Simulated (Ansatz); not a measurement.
The inner images of a band of BF3 + ClH (6 atoms, charge 0, multiplicity 1) are given out of order.

These are results of RKS PBE0-D4/def2-SVP in Ansatz, not measurements.

Image 0:

```xyz
6
Properties=species:S:1:pos:R:3
B -0.005 0.300 -0.054
F -0.011 0.602 1.229
F 1.132 0.236 -0.702
F -1.141 0.173 -0.695
Cl 0.081 -2.502 0.876
H 0.082 -1.924 2.027
```

Image 6:

```xyz
6
Properties=species:S:1:pos:R:3
B 0.017 -0.470 -0.308
F 0.014 0.085 1.865
F 1.134 0.162 -0.571
F -1.138 0.096 -0.557
Cl 0.069 -2.202 0.066
H 0.041 -0.785 2.186
```

Task: Put them in order from the first end to the last, with their energies above the first end.
A.
```xyz
6
Properties=species:S:1:pos:R:3
B -0.002 0.232 -0.006
F -0.003 0.499 1.290
F 1.136 0.194 -0.654
F -1.142 0.125 -0.641
Cl 0.084 -2.496 0.852
H 0.063 -1.668 1.840
```
B.
```xyz
6
Properties=species:S:1:pos:R:3
B 0.013 -0.231 0.025
F 0.011 0.106 1.527
F 1.148 0.147 -0.530
F -1.147 0.083 -0.518
Cl 0.069 -2.177 0.547
H 0.042 -1.043 1.630
```
C.
```xyz
6
Properties=species:S:1:pos:R:3
B 0.002 0.122 0.049
F 0.001 0.397 1.357
F 1.142 0.134 -0.595
F -1.143 0.067 -0.583
Cl 0.079 -2.379 0.772
H 0.056 -1.456 1.681
```
D.
```xyz
6
Properties=species:S:1:pos:R:3
B 0.017 -0.398 -0.132
F 0.013 0.067 1.695
F 1.141 0.163 -0.521
F -1.142 0.098 -0.509
Cl 0.069 -2.177 0.287
H 0.040 -0.868 1.861
```
E.
```xyz
6
Properties=species:S:1:pos:R:3
B 0.008 -0.058 0.069
F 0.006 0.263 1.423
F 1.148 0.114 -0.564
F -1.146 0.048 -0.553
Cl 0.072 -2.230 0.689
H 0.048 -1.252 1.617
```

Result: A (+0.02 eV), C (+0.15 eV), E (+0.59 eV), B (+1.05 eV), D (+0.72 eV).

Time of the run: 2.4 min on 1 thread of Arm Neoverse V1, on a shared host, peak memory 0.15 GiB.
